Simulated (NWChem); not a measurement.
Species: BiH$_{3}$Te$_{2}$; SMILES [TeH][BiH][TeH]

```xyz
6

Bi     0.9812     0.0020     0.0000
H      0.9514    -1.7959     0.0000
Te    -0.7814    -0.0156     2.2657
H     -0.5637     1.6262     2.4472
Te    -0.7814    -0.0156    -2.2657
H     -0.5637     1.6262    -2.4472
```
Atoms are numbered in this order, from 1.

All runs: NWChem. Geometry: optimised at PBE0/def2-SVP. def2 effective core potentials on Te, Bi; no spin-orbit coupling. Level M06-L/def2-SVP: energy and gradient on several grids; changes count from the extra-fine grid, which is no exact limit either.

| grid | size of the energy change (μHa) | largest change of a gradient component (μHa/bohr) | time, medium = 1 (rough) |
|---|---|---|---|
| xcoarse | 5000 | 20000 | about 1 |
| coarse | 80 | 2000 | 0.5 |
| medium | 20 | 600 | about 1 |
| fine | < 10 | 90 | about 1 |
| xfine | < 10 | < 30 | about 1 |
